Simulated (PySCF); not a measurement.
CH4BFS, SMILES CSBF.

Coordinates come from a TPSSh-D3(BJ)/def2-SVP optimisation. One conformer was computed; it need not be the lowest.

All values below come from TDDFT-PBE0/def2-SVPD run with PySCF.

Vertical excitations. Isolated molecule, no solvent. State labels are in the subgroup Cs.

```
state  symmetry  energy (eV)  λ (nm)      f                          main pairs
-----  --------  -----------  ------  -----  ----------------------------------
S1           A'         6.26     198  0.131                      HOMO→LUMO 95 %
S2           A"         6.45     192  0.001  HOMO→LUMO+1 68 %, HOMO−1→LUMO 27 %
S3           A"         6.54     190  0.001  HOMO−1→LUMO 71 %, HOMO→LUMO+1 26 %
S4           A"         7.22     172  0.050                    HOMO→LUMO+2 94 %
S5           A'         7.85     158  0.076                  HOMO−1→LUMO+1 93 %
S6           A"         7.88     157  0.002                    HOMO→LUMO+3 97 %
S7           A'         8.21     151  0.027                    HOMO→LUMO+4 99 %
S8           A"         8.29     150  0.000                    HOMO−2→LUMO 88 %
S9           A'         8.40     148  0.011                  HOMO−1→LUMO+2 96 %
S10          A"         8.42     147  0.019  HOMO→LUMO+5 60 %, HOMO→LUMO+6 27 %
T1           A'         4.81     258      0                      HOMO→LUMO 98 %
T2           A"         5.87     211      0  HOMO−1→LUMO 68 %, HOMO→LUMO+1 26 %
T3           A"         6.02     206      0  HOMO→LUMO+1 62 %, HOMO−1→LUMO 29 %
T4           A'         6.98     178      0                  HOMO−1→LUMO+1 81 %
```
Triplets are in the Tamm–Dancoff approximation, which puts them higher than full response would, so one can lie above its singlet here.
